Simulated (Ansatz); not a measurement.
System: C$_{4}$H$_{2}$BrO, net charge 0, doublet state. It need not be the lowest isomer of its formula. 
Geometry from a B3LYP-D3(BJ)/def2-TZVP (Ansatz, a program for electronic structure) optimisation:
```xyz
8

Br     1.4172    -0.3689     0.1812
C     -0.3347     0.2201    -0.0639
C     -0.8382     1.4613    -0.3041
C     -2.2353     1.2283    -0.3882
C     -2.5075    -0.0744    -0.2054
O     -1.3037    -0.7241     0.0018
H     -0.2879     2.3791    -0.4019
H     -3.3890    -0.6862    -0.1848
```
Charge 0, spin multiplicity 2.

Quantity: atomisation energy (electronic, to ground-state atoms), in kcal/mol. Correlated levels leave the core frozen unless marked. Open shells are spin-unrestricted. Spin-orbit coupling is left out. Frozen are the shells of the preceding noble gas and the d and f shells that filled before the atom's block. Non-relativistic. The coupled-cluster limit lacks core correlation, which all-electron functionals hold. CBS(X,Y): correlation extrapolated as X^-3; Hartree-Fock from the larger set.

```csv
level,program,atomisation energy (kcal/mol),minus last row
HF/6-31G,Ansatz,503.2,-324.2
PBE/def2-TZVPD,Ansatz,878.4,51.0
PBE-D3(BJ)/def2-TZVPD,Ansatz + dftd3,883.1,55.7
BLYP/def2-TZVPD,Ansatz,828.5,1.1
r2SCAN/def2-TZVPD,Ansatz,846.0,18.6
r2SCAN-D4/def2-TZVPD,Ansatz + dftd4,847.2,19.8
B3LYP-D4/def2-TZVPD,Ansatz + dftd4,830.8,3.4
PBE0-D3(BJ)/def2-TZVP,Ansatz + dftd3,852.7,25.3
PBE0/def2-QZVPP,Ansatz,848.9,21.5
HSE06-D4/def2-TZVPD,Ansatz + dftd4,853.9,26.5
B2PLYP-D3(BJ)/def2-TZVPD,Ansatz + dftd3,827.0,-0.4
"MP2/CBS(cc-pVTZ,cc-pVQZ)",Ansatz,851.0,23.6
SCS-MP2/cc-pVTZ,Ansatz,802.5,-24.9
CCSD/STO-3G,Ansatz,788.8,-38.6
"CCSD(T)/CBS(cc-pVTZ,cc-pVQZ)",Ansatz,827.4,0.0
```

The UHF reference is spin-contaminated (<S^2> 0.36 over the pure value in the largest basis).
